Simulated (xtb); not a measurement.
Input file for xtb: GFN2-xTB on C3H4N2 (a complex), monomers drawn apart or pushed together.

```
$ xtb mol.xyz --gfn 2 --sp --chrg 0 --uhf 0
9

C      0.33629930     0.29153299     0.28050844
N     -0.60582657    -0.34621066     0.13864775
H      1.21049486     0.88082344     0.45005079
C     -0.59683771    -0.61331473     4.15982251
C      0.57125283     0.21097336     3.90497208
N      1.48891261     0.86112898     3.66529947
H     -1.30857941    -0.07562619     4.78634592
H     -1.07210640    -0.86128194     3.20915248
H     -0.30541246    -1.53442376     4.66466475
```

The head of its log:

```
[...]
           -------------------------------------------------
          |                Calculation Setup                |
           -------------------------------------------------



molecular fragmentation (1/2 indicates fragments):
111222222
# atoms in fragment 1/2:     3     6
 fragment masses (1/2) :       27.03       41.05
CMA distance (Bohr)    :   7.089
constraining FC (au)   :  0.0500

           -------------------------------------------------
          |                 G F N 2 - x T B                 |
           -------------------------------------------------

        Reference                      10.1021/acs.jctc.8b01176
      * Hamiltonian:
        H0-scaling (s, p, d)           1.850000    2.230000    2.230000
        zeta-weighting                 0.500000
      * Dispersion:
        s8                             2.700000
        a1                             0.520000
        a2                             5.000000
        s9                             5.000000
      * Repulsion:
        kExp                           1.500000    1.000000
        rExp                           1.000000
      * Coulomb:
        alpha                          2.000000
        third order                    shell-resolved
        anisotropic                    true
        a3                             3.000000
        a5                             4.000000
        cn-shift                       1.200000
        cn-exp                         4.000000
        max-rad                        5.000000


          ...................................................
          :                      SETUP                      :
          :.................................................:
          :  # basis functions                  24          :
          :  # atomic orbitals                  24          :
          :  # shells                           14          :
          :  # electrons                        26          :
          :  max. iterations                   250          :
          :  Hamiltonian                  GFN2-xTB          :
          :  restarted?                      false          :
          :  GBSA solvation                  false          :
          :  PC potential                    false          :
          :  electronic temp.          300.0000000     K    :
          :  accuracy                    1.0000000          :
          :  -> integral cutoff          0.2500000E+02      :
          :  -> integral neglect         0.1000000E-07      :
          :  -> SCF convergence          0.1000000E-05 Eh   :
          :  -> wf. convergence          0.1000000E-03 e    :
          :  Broyden damping             0.4000000          :
          :  net charge                          0          :
          :  unpaired electrons                  0          :
          ...................................................

 iter      E             dE          RMSdq      gap      omega  full diag
   1    -14.4454460 -0.144454E+02  0.674E+00    6.45       0.0  T
   2    -14.4519329 -0.648691E-02  0.458E+00    6.42       1.0  T
```

Q: Predict the final total energy.

A: -14.1966 hartree.
